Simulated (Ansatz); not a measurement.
Compare A (`ClB1CC1`) with its isomer B (`BC(=C)Cl`).

Computed with Ansatz on PBE0-D4/def2-TZVP structures; ΔE is electronic, products minus reactants. CBS: MP2 limit from def2 TZ/QZ plus the TZ coupled-cluster correction, frozen cores. Functionals use def2-TZVPP. B3LYP here is the variant with VWN-RPA as its local correlation; programs differ in this.

Which isomer does CCSD(T)/CBS put lower? Give the gap. (An estimate is asked.)

The calculation gave: A, by 20.8 kcal/mol.

Give E(B) − E(A) in kcal/mol with CCSD(T)/def2-SVP, BLYP-D4, B3LYP-D4, MP2/def2-TZVPP, PBE-D4, CCSD/def2-TZVPP, HF/def2-TZVPP. (Best estimate.)

Ansatz gave: CCSD(T)/def2-SVP 24.1, BLYP-D4 17.6, B3LYP-D4 19.8, MP2/def2-TZVPP 23.4, PBE-D4 24.6, CCSD/def2-TZVPP 21.4, HF/def2-TZVPP 17.0. None reverses the order clearly.

Does the order hold for the free energy at 298.15 K (harmonic terms from PBE0-D4)? (Estimate.)

Ansatz gave: Yes: G(B) − G(A) = +18.2 kcal/mol.

Largest T1 diagnostic: 0.011.

At CCSD(T), def2-SVP lies +3.3 kcal/mol from the extrapolated value and def2-TZVPP +0.0 kcal/mol. From PBE to PBE0 (25 % exact exchange), in def2-TZVPP and without D4, E(B) − E(A) moves by +1.5 kcal/mol.
